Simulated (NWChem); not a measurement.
System: CH₂N cation; SMILES C#[NH+]

Results from NWChem. Pople sets run with spherical d functions. Geometry: optimised at PBE0-D3(BJ)/def2-TZVP. Level: PBE0/6-31+G*; the question gives the wavelength of the field.

Question: What does the run give for field 589 nm? Quantities: isotropic polarisability (bohr³); anisotropy (bohr³).

Answer: 
- isotropic polarisability (bohr³): 11.1
- anisotropy (bohr³): 12.1
